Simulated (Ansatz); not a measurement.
O$_{4}$Ru, singlet, geometry from GFN2-xTB (such geometries of metal compounds can be far from the true shape) (all electrons, no relativity). Base run: BLYP/3-21G (Ansatz, a quantum-chemistry and plane-wave program).

The Ansatz input:
Ansatz 0.2 input:
```yaml
crystal:
  periodic: [false, false, false]
  atoms:
    - {symbol: Ru, position_ang: [-0.00000000, 0.00000000, -0.00000000]}
    - {symbol: O, position_ang: [1.11719637, 0.66144806, -0.94159510]}
    - {symbol: O, position_ang: [0.71248096, -0.83185432, 1.17159373]}
    - {symbol: O, position_ang: [-0.91933211, -0.98382505, -0.87129751]}
    - {symbol: O, position_ang: [-0.91034522, 1.15423131, 0.64129888]}
basis:
  gaussian:
    orbitals: 3-21G.json
hamiltonian:
  xc: blyp
```
The basis file holds 3-21G in the JSON format of the Basis Set Exchange.

Each row names what was changed in the base input (with any setting that the change needs).

```json
[
 {"change": "base", "ΔE vs base (mEh)": "0.000"},
 {"change": "nuclear_model = gaussian", "ΔE vs base (mEh)": "29.324"},
 {"change": "point_charge = charge:1.0 position_ang:0.753, 0.877, 4.4563", "ΔE vs base (mEh)": "-2.196"},
 {"change": "lower_state_search = light", "ΔE vs base (mEh)": "0.000"},
 {"change": "final_grid = 4, 8, 17", "ΔE vs base (mEh)": "-0.164"},
 {"change": "lower_state_search = off", "ΔE vs base (mEh)": "0.000"},
 {"change": "forces = on", "ΔE vs base (mEh)": "0.000"},
 {"change": "point_charge = charge:0.5 position_ang:-2.2556, 0.1967, 4.0086", "ΔE vs base (mEh)": "-0.113"},
 {"change": "point_charge = charge:-1.0 position_ang:-2.1775, 1.2312, -3.8649", "ΔE vs base (mEh)": "-4.592"},
 {"change": "final_grid = 14, 28, 59", "ΔE vs base (mEh)": "0.004"}
]
```
